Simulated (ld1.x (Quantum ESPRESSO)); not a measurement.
## Before and after: ultrasoft potential for nitrogen

nitrogen (N), ultrasoft, made with ld1.x (Quantum ESPRESSO) 7.5 (PBEsol, non-relativistic). Core [He], reference 2s2 2p2 (charge +1). Waves: 2s (bound): rcut 0.90, rcutus 1.10 bohr; 2s channel at -0.6 Ry: rcut 0.90, rcutus 1.10 bohr; 2p (bound): rcut 1.60, rcutus 1.90 bohr; 2p channel at -1.15 Ry: rcut 1.60, rcutus 1.90 bohr. Local part: all-electron potential smoothed inside 1.40 bohr (lloc = -1). Core correction: a·sin(br)/r model core inside 0.55 bohr. Augmentation charge: built from norm-conserving waves at rcut, not smoothed further.

All-electron outer shells of the reference configuration (PBEsol, non-relativistic, ld1.x):

```csv
shell,level (eV),outermost node (bohr),outermost maximum (bohr)
2s,-32.28,0.32,0.99
2p,-20.60,–,0.92
```

Change: waves 2p (bound): rcut 1.60, rcutus 2.14 bohr; 2p channel at -1.15 Ry: rcut 1.60, rcutus 2.14 bohr.

Cutoffs: the cutoffs (Ry, on a coarse ladder) from which the occupation-weighted sum of valence levels, in a spherical-Bessel basis at the reference potential, stays within 10 and 1 mRy of its value at 400 Ry; they do not see the model core or the augmentation charge, which bear on the density cutoff. Errors are all-electron minus pseudo energies relative to the spin-unpolarised reference configuration.

Q: What does the change do?

A: The potential gets softer (18 Ry and 30 Ry → 15 Ry and 25 Ry); the errors of the 7 common tests hardly move; neither file shows a bound ghost. A larger radius leaves more room for a smooth pseudo-wave, so fewer plane waves are needed.

```tsv
quantity	base	changed
cutoff, loose	18 Ry	15 Ry
cutoff, tight	30 Ry	25 Ry
bound ghosts	none	none
error for 2s2 2p3, meV [ΔE -13.53 eV]	+19	+17
error for 2s2 2p1, meV [ΔE 28.74 eV]	+69	+65
error for 2s2 2p0, meV [ΔE 75.63 eV]	+460	+460
error for 2s0 2p5, meV [ΔE 9.31 eV]	+107	+105
error for 2s1 2p4, meV [ΔE -2.12 eV]	+58	+55
error for 2s1 2p0, meV [ΔE 153.10 eV]	+894	+894
error for 2s2 2p3.3, meV [ΔE -15.13 eV]	+25	+22
lowest overlap eigenvalue by channel	s 0.53, p 1.00	s 0.53, p 1.00
```
